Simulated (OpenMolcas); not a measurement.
## Ba: CASPT2 settings compared

```
Program             : OpenMolcas 26.06
Basis               : ANO-RCC-VQZP [9s8p5d3f2g]
Scalar Hamiltonian  : DKH2, point nucleus
Active space        : 2 electrons in 9 orbitals (5d 6s 6p)
State averaging     : 2S+1 = 3 even, 18 roots (15 in the spin-orbit step); 2S+1 = 1 even, 11 roots kept (CI in the orbitals of an earlier block); 2S+1 = 3 odd, 18 roots; 2S+1 = 1 odd, 8 roots kept (CI in the orbitals of an earlier block)
Spin-orbit coupling : state interaction with AMFI integrals over the reference wave functions, term energies averaged over their components
```

Methods on the same reference wave functions:
A. CASSCF
B. SS-CASPT2, IPEA 0 Eh, imaginary shift 0.15 Eh (closed shells correlated: 4d 5s 5p)
C. SS-CASPT2, IPEA 0.4 Eh, sigma2 regulariser 0.1 Eh (closed shells correlated: 5s 5p)
D. SS-CASPT2, IPEA 0.5 Eh, sigma2 regulariser 0.05 Eh (closed shells correlated: none)
E. MS-CASPT2, IPEA 0.4 Eh, sigma2 regulariser 0.1 Eh (closed shells correlated: 5s 5p)
F. MS-CASPT2, IPEA 0 Eh, imaginary shift 0.15 Eh (closed shells correlated: 4d 5s 5p)

Energies in eV above 6s² ¹S₀, the measured ground level; measured values from NIST Handbook of Basic Atomic Spectroscopic Data.

```tsv
Level	A	B	C	D	E	F	Measured
6s² ¹S₀	0.0000	0.0000	0.0000	0.0000	0.0000	0.0000	0.0000
6s 6p ³P°₀	1.3415	1.511	1.504	1.301	1.503	1.509	1.5208
6s 6p ³P°₁	1.3647	1.534	1.527	1.325	1.526	1.532	1.5667
5d 6s ³D₁	1.3687	1.075	1.162	1.311	1.162	1.075	1.1201
5d 6s ³D₂	1.3921	1.099	1.185	1.333	1.185	1.099	1.1426
6s 6p ³P°₂	1.4159	1.585	1.578	1.376	1.578	1.584	1.6756
5d 6s ³D₃	1.4364	1.143	1.230	1.379	1.230	1.143	1.1898
5d 6s ¹D₂	1.6418	1.370	1.427	1.500	1.426	1.366	1.4128
6s 6p ¹P°₁	2.1174	2.124	2.164	2.093	2.164	2.123	2.2392
5d 6p ³F°₂ [56 %]	2.7053	2.654	2.718	2.658	2.718	2.654	2.7357
5d 6p ¹D°₂ [55 %]	2.7878	2.758	2.849	2.789	2.849	2.758	2.8609
5d 6p ³F°₃	2.8006	2.733	2.791	2.731	2.791	2.733	2.8451
5d 6p ³F°₄	2.8796	2.812	2.870	2.810	2.870	2.812	2.9455
5d² ³F₂	2.9262	2.494	2.616	2.825	2.616	2.494	
5d² ³F₃	2.9718	2.539	2.661	2.879	2.661	2.539
```

Deviations, from unrounded energies. A percentage is the sum of absolute deviations over the sum of measured energies, with the sign that they share, or ± where signs differ.

```csv
Against measurement,Levels,A,B,C,D,E,F
mean absolute deviation (cm-1),12,1300,580,350,1300,350,580
other configurations (%),12,±8.4,-3.7,±2.3,±8.5,±2.3,-3.7
```

C, E lie about equally close to measurement and D furthest from it. The largest miss of C in the table is 6s 6p ³P°₂, by -780 cm-1. The ranking rests on the paired levels alone, and a cruder setting can come out closer through cancelling errors.

Among B to F the level of the table that moves most is 5d² ³F₃, by 2700 cm-1 (lowest in B, highest in D). Moves below CASPT2's spread within the term are not significant.

The two smallest mean deviations differ by little beside CASPT2's spread within terms, so their order carries little weight.

The lowest spin-free term lies below A's lowest term by 0.306 hartree in B, 0.195 hartree in C, 0.003 hartree in D, 0.195 hartree in E, 0.306 hartree in F.

CASPT2 breaks the degeneracy within a term, and the mean is taken; among the terms shown or strongly mixed into the levels shown the widest spread is 450 cm-1 (5d² ³F, E). Some high roots are left out of the spin-orbit mixing, which shifts the levels that they would mix with. Terms from blocks run as CI alone lack orbitals of their own. Configurations are named by rounded mean occupations; where the s occupation lies near a half they are strongly mixed, a name can repeat and a true partner stay unpaired. A single d shell beside an s shell can misplace configurations of different d count against each other. Some levels mix across a computed gap that differs much from the measured one, so their mixing is not that of the real levels (holds for A). The CASPT2 spread within a term exceeds the gap to the next term for 5d 6p ¹D° and 5d 6p ³F°, so the order of their levels is uncertain, and so are names and mixing where such terms share a J (holds for B; F). Computed and measured levels are paired by configuration, term and J; levels that our copy of the source lacks, or whose pairing is in doubt (as where it misses far off the trend of its configuration), stay unpaired and out of the deviations. Only configurations of the active space appear. The table leaves out levels that lie high or whose names do not pair safely across all columns.

A share in square brackets marks a mixed level and gives the weight of the term that names it, the lowest over the columns. ° marks odd parity.
